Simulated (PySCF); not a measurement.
## Ionisation energy of Os⁶⁰⁺ by level of theory

Os⁶⁰⁺ [Ne] 3s2 3p4 (3P) → Os⁶¹⁺ [Ne] 3s2 3p3 (4S), as a difference of total energies. Computed with PySCF 2.14 in an even-tempered Gaussian basis (17 s from 16 bohr⁻², ratio 2.5; 12 p from 20 bohr⁻², ratio 2.5; 4 d from 84 bohr⁻², ratio 2.7; 4 f from 130 bohr⁻², ratio 2.7), with the spin-free X2C one-electron Hamiltonian (Gaussian nucleus). Correlated levels: outer shells: 1s2 frozen; virtual orbitals above 40 to 60 times the deepest correlated orbital energy dropped. The calculations carry no spin-orbit coupling.

| method | ionisation energy (eV) |
| --- | --- |
| UHF | 6486.3 |
| MP2 (outer shells) | 6487.5 |
| SCS-MP2 (outer shells) | 6487.5 |
| CCSD (outer shells) | 6487.5 |
| CCSD(T) (outer shells) | 6487.5 |

Spin-orbit coupling is strong in these open shells (close to jj coupling). The scalar numbers leave it out and a first-order estimate fails, so it can dominate the gap to the real levels.

The ground level that NIST lists for one species does not belong to the high-spin term computed here, so part of any gap is the choice of state.

Breit and QED terms and the two-electron picture change are absent.

For comparison: 6376 ± 10 eV (theoretical estimate listed by NIST; NIST Atomic Spectra Database, ionization energies).
